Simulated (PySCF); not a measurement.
**State search for SnTe⁺**

Unrestricted PBE0; PySCF, scalar-relativistic core potentials, basis sets Sn cc-pVDZ-PP with ECP28, Te cc-pVDZ-PP with ECP28. Outer shells of the fragments: Sn+ 4d10 5s2 5p1; Te 4d10 5s2 5p4.

Followed along the bond (rough minima from three points):

```
2Ms+1  unpaired  ⟨S²⟩ at the start  R at minimum (Å)  Te (eV)
    2       π ↑               0.76              2.70     0.00
    2       σ ↑               0.76              2.55     0.64
    4     π ↑↑↑               3.76  none in the scan   ≤ 1.45
```

Solutions found at the starting distance of 2.770 Å, counted from the lowest of them; the search is not exhaustive and high or unbound solutions are not listed, so other states can lie among these:

| 2Ms+1 | unpaired | term | E (eV) | ⟨S²⟩ | ⟨Lz²⟩ | μ (D) |
| --- | --- | --- | --- | --- | --- | --- |
| 2 | π ↑ | ²Π | 0.00 | 0.76 | 1.01 | -3.57 |
| 2 | σ ↑ | ²Σ⁺ | 0.88 | 0.76 | 0.00 | -4.28 |
| 4 | π ↑↑↑ | ⁴Π | 1.72 | 3.76 | 1.00 | 0.21 |
| 4 | σ ↑, π ↑↑ | mixed | 2.10 | 3.76 | 2.01 | -1.70 |
| 2 | π ↑↑↓ | mixed | 2.11 | 1.76 | 3.02 | 0.19 |
| 4 | σ ↑, π ↑↑ | mixed | 2.34 | 3.76 | 2.01 | -2.01 |
| 2 | σ ↓, π ↑↑ | mixed | 2.56 | 1.77 | 2.01 | -1.59 |
| 4 | σ ↑, π ↑↑ | ⁴Σ⁻ | 4.05 | 3.75 | 0.00 | -0.68 |

A term symbol is given only where ⟨S²⟩ and ⟨Lz²⟩ are close to those of a pure state; real π, δ and φ orbitals otherwise mix terms. A positive dipole points towards Te; it is taken about the centre of mass and depends on that origin.

Task: Compare the gap between the two lowest followed solutions at the starting distance with the gap between their minima.

Result: At PBE0 the second solution (doublet, unpaired electrons σ ↑) lies +0.88 eV from the first (doublet, unpaired electrons π ↑) at 2.770 Å and +0.64 eV at the minima; the two curves relax by different amounts, since their minima lie near 2.55 and 2.70 Å.

Spin–orbit coupling is left out. Counting both spins, an empty level lies below a filled one in some of these solutions, because spin and occupation are held.
